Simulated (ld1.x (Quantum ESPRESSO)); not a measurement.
# Sr TM: all-electron and pseudo phase curves

ld1.x (Quantum ESPRESSO) 7.5 input, shortened:

```
&input
   title='Sr', zed=38., rel=2, dft='PBESOL', iswitch=3,
   config='[Kr] 4d1 5s1 5p0', rel_dist='average'
 /
 &inputp
   pseudotype=2, tm=.true., lloc=2,
   nlcc=.true.
 /
3
4S  1  0   2.00   0.00  1.20  1.20  0.0
4P  2  1   6.00   0.00  2.40  2.40  0.0
4D  3  2   1.00   0.00  2.70  2.70  0.0
 &test
   configts(1)='4s2 4p6 4d1 5s1 5p0'
 /
```

Open shells are filled in proportion to 2j + 1 (rel_dist='average').

Occupied shells without a wave of their own: 5s. They enter only through the test configuration that unscreens the potential, and ld1.x also counts them in the model core charge.

The phase is arctan(r·u′/u) with u = r·R(r), unwrapped; energies in Ry, scanned from -5 to 5 Ry. A pole is an energy at which the radial function vanishes at the test radius. The pseudo phase is shifted by a multiple of π to meet the all-electron one at the reference energy, and phase errors are pseudo minus all-electron; the curves can meet again beyond the range given. Levels narrower than the energy grid can be missing from the lists of poles.

Task: For each channel, where are the poles, and over which energies does the pseudopotential scatter like the atom?

Result:

```json
{"channel": "s", "radius (bohr)": "2.95", "reference energy (Ry)": "-2.93", "poles, all-electron": "-2.87, 2.61", "poles, pseudo": "-2.87, 2.62", "unbroken range about the reference energy with phases within 0.05 rad": "the whole range", "phase error 1 Ry above the reference energy (rad)": "+0.001"}
{"channel": "p1/2", "radius (bohr)": "2.95", "reference energy (Ry)": "-1.67", "poles, all-electron": "-1.52, 3.59", "poles, pseudo": "-1.52, 3.33", "unbroken range about the reference energy with phases within 0.05 rad": "below 0.9", "phase error 1 Ry above the reference energy (rad)": "+0.001"}
{"channel": "p3/2", "radius (bohr)": "2.95", "reference energy (Ry)": "-1.58", "poles, all-electron": "-1.42, 3.71", "poles, pseudo": "-1.42, 3.41", "unbroken range about the reference energy with phases within 0.05 rad": "below 0.9", "phase error 1 Ry above the reference energy (rad)": "+0.000"}
{"channel": "d3/2", "radius (bohr)": "2.95", "reference energy (Ry)": "-0.07", "poles, all-electron": "0.72", "poles, pseudo": "0.74", "unbroken range about the reference energy with phases within 0.05 rad": "below 2.1", "phase error 1 Ry above the reference energy (rad)": "+0.007"}
{"channel": "d5/2", "radius (bohr)": "2.95", "reference energy (Ry)": "-0.07", "poles, all-electron": "0.73", "poles, pseudo": "0.74", "unbroken range about the reference energy with phases within 0.05 rad": "below 2.3", "phase error 1 Ry above the reference energy (rad)": "+0.002"}
```

ld1.x takes every shell without a wave as core, so the model core holds the 5s electrons as well and exchange and correlation see them twice. This cancels in the reference configuration, but the file is broken for other ones, and its errors say nothing about a proper core correction.

Phases in the p1/2 channel:

```csv
E (Ry),all-electron,pseudo
-5.00,1.407,1.407
-4.74,1.402,1.402
-4.48,1.396,1.396
-4.22,1.389,1.389
-3.96,1.381,1.381
-3.70,1.372,1.372
-3.44,1.361,1.361
-3.18,1.347,1.348
-2.92,1.330,1.330
-2.66,1.306,1.306
-2.40,1.266,1.267
-2.14,1.183,1.184
-1.88,0.791,0.792
-1.62,-1.417,-1.417
-1.36,-1.672,-1.672
-1.10,-1.752,-1.751
-0.84,-1.804,-1.804
-0.58,-1.853,-1.853
-0.32,-1.909,-1.909
-0.06,-1.982,-1.982
0.20,-2.090,-2.091
0.46,-2.269,-2.276
0.72,-2.607,-2.630
0.98,-3.208,-3.263
1.24,-3.825,-3.879
1.50,-4.178,-4.215
1.76,-4.363,-4.391
2.02,-4.471,-4.495
2.28,-4.543,-4.564
2.54,-4.593,-4.614
2.80,-4.632,-4.652
3.06,-4.663,-4.684
3.32,-4.689,-4.711
3.58,-4.712,-4.736
3.84,-4.732,-4.760
4.10,-4.752,-4.785
4.36,-4.772,-4.811
4.62,-4.792,-4.841
4.88,-4.814,-4.878
```
